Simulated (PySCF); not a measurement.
Working out the ionisation energy of Co

Co [Ar] 3d7 4s2 (4F) → Co⁺ [Ar] 3d8 (3F). Calculation: PySCF 2.14, in aug-cc-pwCVTZ (10s9p7d4f3g, 127 functions); no relativity, point nucleus. Frozen: nothing. Energies in hartree (1 hartree = 27.21139 eV):

```
             part    Co (lower)   Co⁺ (upper)
              UHF  -1381.425840  -1381.137216
MP2 opposite-spin     -0.641808     -0.672982
    MP2 same-spin     -0.306881     -0.324152
```

Question: What does Hartree-Fock give?

Answer: (-1381.137216) − (-1381.425840) = 0.288624 hartree = 7.854 eV.

Question: What do MP2 and SCS-MP2 (6/5 opposite-spin, 1/3 same-spin) give?

Answer: The opposite-spin parts differ by -0.848 eV and the same-spin parts by -0.470 eV. MP2: 7.854 + (-0.848) + (-0.470) = 6.536 eV. SCS-MP2: 7.854 + 1.2 × (-0.848) + (-0.470)/3 = 6.680 eV.

Measured between the centres of the two terms (NIST): 7.869 eV, so MP2 (all electrons) is off by -1.333 eV.

The calculation is non-relativistic.

What remains against the reference includes basis incompleteness and correlation beyond second order.
